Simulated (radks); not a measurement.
Ionisation ladder of tantalum, from Ta I to Ta XIII. Each ion is in the ground configuration listed by NIST, and IE = E(next ion) - E(this ion). All-electron calculation, Dirac Kohn-Sham, PBE, spin-unpolarised, spherical densities, point nucleus; open shells are shared between the two j in proportion to 2j + 1. Program: a radial shooting solver on a logarithmic mesh with Libxc functionals.

species           configuration  IE, Delta-SCF (eV)  -e(HOMO) (eV)   HOMO
Ta I          [Xe] 4f14 5d3 6s2                   ?          3.367  5d5/2
Ta II         [Xe] 4f14 5d3 6s1              14.974         10.234  5d5/2
Ta III            [Xe] 4f14 5d3              23.593         18.026  5d5/2
Ta IV             [Xe] 4f14 5d2              35.017         28.777  5d5/2
Ta V              [Xe] 4f14 5d1              47.515         40.730  5d5/2
Ta VI                 [Xe] 4f14                   ?         81.299  4f7/2
Ta VII                [Xe] 4f13              124.01         107.41  4f7/2
Ta VIII  [Kr] 4d10 4f13 5s2 5p5              142.33         127.78  4f7/2
Ta IX    [Kr] 4d10 4f13 5s2 5p4                   ?         147.91  5p3/2
Ta X     [Kr] 4d10 4f13 5s2 5p3                   ?         166.73  5p3/2
Ta XI    [Kr] 4d10 4f13 5s2 5p2              199.88         185.95  5p3/2
Ta XII   [Kr] 4d10 4f13 5s2 5p1              219.83         205.54  5p3/2
Ta XIII      [Kr] 4d10 4f13 5s2              256.66         239.16  4f7/2

Estimate the withheld Delta-SCF values.

Answer. Ta I: 8.472 eV (NIST 7.550); Ta VI: 95.064 eV (NIST 94.01); Ta IX: 161.11 eV (NIST 159); Ta X: 180.30 eV (NIST 180).

Beside tabulated values, note that spin-unpolarised runs miss the spin-polarisation part of the exchange energy of open shells.
